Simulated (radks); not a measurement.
Values are calculated unless marked as measured or tabulated.
Fractional charge and spin in the 5p shell of erbium: the spin-up occupation runs from 2 to 3 and the spin-down occupation from 2 to 3; the fullest corner is Er2+, [Kr] 4d10 4f(up 6, down 6) 5s2 5p(up 3, down 3). Level of theory: scalar-relativistic Kohn-Sham, PBE, spin-polarised, spherical densities, finite nucleus; Fermi nuclear charge, rms radius of each element as measured or else 0.836 A^(1/3) + 0.57 fm (a radial shooting solver on a logarithmic mesh with Libxc functionals). Energy (eV) minus the two flat planes that join the four corners (they meet along the diagonal where the two added fractions sum to one electron); zero is where a piecewise linear energy would lie.

\begin{tabular}{lrrrrr}
down \ up & 2 & 2.25 & 2.5 & 2.75 & 3 \\ \hline
2 & 0.000 & -1.309 & -1.739 & -1.300 & 0.000 \\
2.25 & -1.309 & -1.679 & -1.183 & 0.172 & -1.234 \\
2.5 & -1.739 & -1.183 & 0.229 & -1.122 & -1.637 \\
2.75 & -1.300 & 0.172 & -1.122 & -1.583 & -1.222 \\
3 & 0.000 & -1.234 & -1.637 & -1.222 & 0.000 \\
\end{tabular}

Corners above the fullest one (they belong to Er3+ and the next ion): (up 3, down 2) 47.218 eV, (up 2, down 3) 47.218 eV, (up 2, down 2) 108.87 eV. With half an added electron in each spin the energy lies 0.229 eV from the planes, and with half an added electron in spin up alone -1.739 eV. The planes are only a guide here: the flat-plane condition holds for ground states with one frontier orbital, while this shell lies below other occupied shells, so the corners above the fullest one are inner-hole states and not the ground states of those ions.
